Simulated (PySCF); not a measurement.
## PySCF run on ZnH⁺

The script input.py:

```python
from pyscf import gto, dft

mol = gto.M(
    atom='Zn 0 0 0; H 0 0 1.61',
    basis='jorge-dzp',
    charge=1,
    spin=0,
    symmetry=True,
    verbose=4,
)
mf = dft.RKS(mol, xc='bhandhlyp')
mf.kernel()
mf.analyze()
print('orbital energies (hartree):', mf.mo_energy[..., max(0, mol.nelec[1]-3):mol.nelec[0]+3].round(4))
```

```bash
$ OMP_NUM_THREADS=1 python input.py
```

It prints (some set-up lines and the per-cycle HOMO/LUMO lines with their warnings removed):

```
PySCF version 2.14.0

[INPUT] Symbol           X                Y                Z      unit          X                Y                Z       unit  Magmom
[INPUT]  1 Zn     0.000000000000   0.000000000000   0.000000000000 AA    0.000000000000   0.000000000000   0.000000000000 Bohr   0.0
[INPUT]  2 H      0.000000000000   0.000000000000   1.610000000000 AA    0.000000000000   0.000000000000   3.042459060550 Bohr   0.0

nuclear repulsion = 9.86044492397516
point group symmetry = Coov
symmetry origin: [0.         0.         0.09814384]
symmetry axis x: [1. 0. 0.]
symmetry axis y: [0. 1. 0.]
symmetry axis z: [0. 0. 1.]
num. orbitals of irrep A1 = 20
num. orbitals of irrep E1x = 10
num. orbitals of irrep E1y = 10
num. orbitals of irrep E2x = 3
num. orbitals of irrep E2y = 3
num. orbitals of irrep E3x = 1
num. orbitals of irrep E3y = 1
number of shells = 20
number of NR pGTOs = 90
number of NR cGTOs = 48
basis = jorge-dzp
ecp = {}

******** <class 'pyscf.dft.rks_symm.SymAdaptedRKS'> ********
method = SymAdaptedRKS
initial guess = minao
damping factor = 0
level_shift factor = 0
DIIS = <class 'pyscf.scf.diis.CDIIS'>
SCF conv_tol = 1e-09
SCF max_cycles = 50
XC functionals = bhandhlyp
    Defined through Gaussian implementation.

grids dens level: 3
Freeze 0 electrons in irreps []
    30 free electrons in irreps A1 E1x E1y E2x E2y E3x E3y
Initial guess from minao.
tot grids = 30448
init E= -1778.4936484329
cycle= 1 E= -1779.43525716284  delta_E= -0.942  |g|= 1.05  |ddm|= 1.35
cycle= 2 E= -1779.43532493124  delta_E= -6.78e-05  |g|= 0.757  |ddm|= 0.677
cycle= 3 E= -1779.46969901645  delta_E= -0.0344  |g|= 0.224  |ddm|= 0.304
cycle= 4 E= -1779.47329405698  delta_E= -0.0036  |g|= 0.00639  |ddm|= 0.0878
cycle= 5 E= -1779.47330785521  delta_E= -1.38e-05  |g|= 0.00274  |ddm|= 0.00984
cycle= 6 E= -1779.4733095535  delta_E= -1.7e-06  |g|= 0.000348  |ddm|= 0.00301
cycle= 7 E= -1779.4733096016  delta_E= -4.81e-08  |g|= 0.000122  |ddm|= 0.000578
cycle= 8 E= -1779.47330960589  delta_E= -4.29e-09  |g|= 1.13e-05  |ddm|= 0.000227
cycle= 9 E= -1779.47330960598  delta_E= -9.28e-11  |g|= 2.7e-06  |ddm|= 2.89e-05
Extra cycle  E= -1779.47330960598  delta_E= -3.64e-12  |g|= 1.31e-06  |ddm|= 6.13e-06
converged SCF energy = -1779.47330960598
**** SCF Summaries ****
Total Energy =                       -1779.473309605982649
Nuclear Repulsion Energy =               9.860444923975155
One-electron Energy =                -2493.351299534656391
Two-electron Energy =                  704.017545004698604
Two-electron Coulomb Energy =          775.275693492758819
DFT Exchange-Correlation Energy =      -71.258148488060186
Wave-function symmetry id = 0
**** MO energy ****
[4 lines left out]
MO #5 (A1 #3), energy= -38.1672433912405 occ= 2
MO #6 (A1 #4), energy= -5.45469746064703 occ= 2
MO #7 (E1x #2), energy= -3.77857716793822 occ= 2
MO #8 (E1y #2), energy= -3.77857716793822 occ= 2
MO #9 (A1 #5), energy= -3.77793746869088 occ= 2
MO #10 (A1 #6), energy= -0.92792043581314 occ= 2
MO #11 (E2x #1), energy= -0.924617468690063 occ= 2
MO #12 (E2y #1), energy= -0.924617468690063 occ= 2
MO #13 (E1x #3), energy= -0.923914303217821 occ= 2
MO #14 (E1y #3), energy= -0.923914303217821 occ= 2
MO #15 (A1 #7), energy= -0.63061966633297 occ= 2
MO #16 (A1 #8), energy= -0.344664904560405 occ= 0
MO #17 (E1x #4), energy= -0.221714553622867 occ= 0
MO #18 (E1y #4), energy= -0.221714553622867 occ= 0
[30 lines left out]
 ** Mulliken pop on meta-lowdin orthogonal AOs  **
 ** Mulliken pop  **
pop of  0 Zn 1s           1.99925
pop of  0 Zn 2s           1.99888
pop of  0 Zn 3s           1.99900
pop of  0 Zn 4s           0.90260
pop of  0 Zn 5s           0.02178
pop of  0 Zn 6s           0.00236
pop of  0 Zn 7s           0.00035
pop of  0 Zn 8s           0.00119
pop of  0 Zn 2px          1.99987
pop of  0 Zn 2py          1.99987
pop of  0 Zn 2pz          1.99986
pop of  0 Zn 3px          1.99991
[36 lines left out]
 ** Mulliken atomic charges  **
charge of    0Zn =      1.07043
charge of    1H =     -0.07043

WARN: System has nonzero charge 1; the dipole moment is origin-dependent.
Location of origin: [0. 0. 0.]

Dipole moment(X, Y, Z, Debye):  0.00000,  0.00000, -1.61317
orbital energies (hartree): [-0.9239 -0.9239 -0.6306 -0.3447 -0.2217 -0.2217]
```

In short: E(SCF) = -1779.473310 Eh, 9 cycles.

Hardware: Intel Xeon Platinum 8259CL @ 2.50GHz, 1 thread, shared host. Wall time 3.5 s, peak memory 0.18 GiB.

Stability towards an unrestricted solution was not tested. The bond length is a typed value, not an optimised one. The dipole of an ion depends on the origin.
